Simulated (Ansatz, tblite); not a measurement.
Spin states of CdI2 (the lowest singlet isomer of a short search), each relaxed with r2SCAN-D4/def2-TZVP in Ansatz. Electronic energies in the gas phase.

In the def2 sets Cd, I take a core potential, while STO-3G treats all electrons; there is no spin–orbit coupling. The xTB rows come from tblite. B3LYP takes the VWN-RPA correlation. Correlated methods freeze 8 core orbitals; core or outer-core shells of Cd, I are correlated, in sets that lack core-valence functions. The structure comes from a short search, and lower isomers may exist.

Singlet geometry (D∞h within 0.1 Å):

```xyz
3

Cd    0.006    0.004   -0.006
I    -1.163   -1.218   -1.963
I     1.157    1.214    1.969
```

Triplet geometry (C2v within 0.1 Å):

```
atom   x (Å)   y (Å)   z (Å)
 Cd1  -1.523  -0.352   0.140
  I2   0.359   1.718  -0.564
  I3   1.163  -1.365   0.423
```

Quintet geometry:

```xyz
3

Cd   -0.025    0.032    0.014
I     1.616    0.028    2.754
I    -1.591   -0.060   -2.768
```

Run but left out: GFN2-xTB (tight binding far off the other levels).

Only these spin states were relaxed. The triplet has other bonds than the singlet, so the gap mixes isomer and spin.

```
             level  triplet − singlet (kJ/mol)  quintet − singlet (kJ/mol)  lowest of these
          GFN1-xTB                       240.4                      1063.9          singlet
  PBE-D4/def2-TZVP                       199.2                       735.1          singlet
B3LYP-D4/def2-TZVP                       205.8                       725.7          singlet
 PBE0-D4/def2-TZVP                       217.0                       732.8          singlet
 ωB97M-V/def2-TZVP                       238.1                       734.0          singlet
 RPA@PBE/def2-TZVP                       215.2                       703.0          singlet
```

Estimate the rows for HF/STO-3G, HF/def2-TZVP, r2SCAN-D4/def2-TZVP, CAM-B3LYP-D4/def2-TZVP, B2PLYP/def2-TZVP, MP2/def2-TZVP.


```tsv
level	triplet − singlet (kJ/mol)	quintet − singlet (kJ/mol)	lowest of these	remarks
HF/STO-3G	393.4	1090.4	singlet	HOMO above zero (quintet)
HF/def2-TZVP	216.3	578.0	singlet	–
r2SCAN-D4/def2-TZVP	208.4	730.6	singlet	–
CAM-B3LYP-D4/def2-TZVP	227.7	729.7	singlet	–
B2PLYP/def2-TZVP	227.7	738.8	singlet	–
MP2/def2-TZVP	248.4	760.1	singlet	–
```

The xTB methods have no spin-polarisation term.

How do the metal–ligand distances follow the spin state?


```csv
state,donor atoms,mean metal–ligand distance (Å),range (Å),Mulliken spin on the metal (PBE0)
singlet,2,2.586,2.59–2.59,0
triplet,2,2.884,2.88–2.88,0.79
quintet,2,3.194,3.19–3.19,1.83
```

⟨S²⟩ at PBE0-D4/def2-TZVP: singlet 0.00 (pure 0.00), triplet 2.01 (pure 2.00), quintet 6.01 (pure 6.00).
